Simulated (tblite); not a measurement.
Computed values, GFN2-xTB/tblite, gas phase, harmonic and unscaled. The method is semi-empirical: single wavenumbers can be off by several per cent or more. Modes of hydrogen on phosphorus and silicon can be 10 to 20 % off. One conformer each. Open shells enter through the occupations alone, without spin polarisation, and single modes of such species can be off by tens of per cent. Thermal functions are those of the rigid rotor and harmonic oscillator, without mixing of conformers.

Question: Order these by their heat capacity Cp at 200 K, highest first (J/(mol K)).
A. `[CH2][C@@H](C)[C@H](C)CC` [radical]
B. `COC[SiH2]N([SiH3])C=O`
C. `C(/C=C)=C\CN([SiH2]P)[SiH3]`
D. `CO[SiH2]O/C=C/[SiH2]N`
E. `[SiH2]1[SiH2][C@](F)(C1)C#C[SiH2]` [radical]

Answer: C (164.7), E (151.2), D (148.7), B (142.7), A (120.4).

```
                         SMILES  atoms  mass (u)  symmetry number  modes under 300 cm⁻¹  ZPE (kJ/mol)  S translation (J/(mol K))  S rotation  S vibration  S spin      S     Cp
      C=C/C=C/CN([SiH3])[SiH2]P     23    175.04                1                    11         436.2                      165.0       126.9        144.1     0.0  436.0  164.7
F[C@]1(C#C[SiH2])C[SiH2][SiH2]1     16    158.99                1                     9         239.3                      163.8       122.9        108.5     5.8  401.0  151.2
          CO[SiH2]O/C=C/[SiH2]N     19    149.03                1                    11         356.7                      163.0       122.0        131.4     0.0  416.4  148.7
          COC[SiH2]N([SiH3])C=O     19    149.03                1                    10         351.8                      163.0       121.2        111.2     0.0  395.3  142.7
       [CH2][C@@H](C)[C@H](C)CC     22     99.12                1                     8         523.7                      157.9       112.0         77.6     5.8  353.2  120.4
```

Entropies and Cp are for 200 K and 1 bar.
